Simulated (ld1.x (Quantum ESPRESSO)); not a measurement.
**Transferability test, TM potential for S**

```json
{"Element": "S (Z = 16)", "Generator": "ld1.x (Quantum ESPRESSO) 7.5", "Type": "norm-conserving Troullier–Martins (Kleinman–Bylander form)", "Functional": "PBEsol", "Relativity": "non-relativistic", "Frozen core": "[Ne]", "Valence charge": "6", "Reference configuration": "3s1.75 3p4.25", "Partial waves": "3s (bound): rc 1.10 bohr; 3p (bound): rc 1.75 bohr", "Local potential": "all-electron potential smoothed inside 1.00 bohr (lloc = -2)", "Core correction": "a·sin(br)/r model core inside 0.90 bohr"}
```

Energies are relative to the spin-unpolarised reference configuration 3s1.75 3p4.25; without spin polarisation the order of configurations can differ from experiment.

| valence configuration | charge | ΔE all-electron (eV) | error AE − PS (meV) |
| --- | --- | --- | --- |
| 3s2 3p4 | 0 | -2.526 | -0.1 |
| 3s2 3p3 | +1 | 9.220 | +4.5 |
| 3s1 3p5 | 0 | 7.625 | -0.6 |
| 3s2 3p4.3 | -0.3 | -4.230 | +0.4 |
| 3s1 3p4 | +1 | 19.930 | +6.9 |

Problem. What are ΔE and the potential's error for 3s2 3p2?

Solution. ΔE = 31.474 eV all-electron; the error (AE − PS) is +34 meV.

Problem. What are ΔE and the potential's error for 3s2 3p1?

Solution. ΔE = 65.481 eV all-electron; the error (AE − PS) is +118 meV.

Levels in the configuration 3s1 3p5:

```csv
level,all-electron (eV),pseudo (eV)
3s,-17.745,-17.745
3p,-7.534,-7.532
```
